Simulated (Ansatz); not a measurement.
triplet Zr: levels of theory in one basis

A single Zr atom.

Basis set: def2-SVP (spherical functions, with the set's core potentials past Kr). All electrons outside the core potentials are correlated. Correlation on ROHF uses semicanonical orbitals with singles. Charge 0, multiplicity 3.

Computed with Ansatz (development build ahead of 0.2.0); each method stands on the lowest determinant of its kind that the runs found.

```json
{"method": "ROHF", "E − E(ROHF) (eV)": "0.00", "<S²> of the determinant": "2.00"}
{"method": "UHF", "E − E(ROHF) (eV)": "-0.12", "<S²> of the determinant": "2.01"}
{"method": "ROHF-MP2", "E − E(ROHF) (eV)": "-4.63", "<S²> of the determinant": "–"}
{"method": "UHF-MP2", "E − E(ROHF) (eV)": "-4.58", "<S²> of the determinant": "2.01"}
{"method": "ROHF-CCSD", "E − E(ROHF) (eV)": "-4.94", "<S²> of the determinant": "–"}
```

What does ROHF-CCSD(T) give on the same scale?

-5.09 eV.

Is a single determinant a sound starting point here?

By this sign, yes. Unrestricted orbitals gain 0.12 eV and <S²> is 2.01 against 2.00 for a pure state.
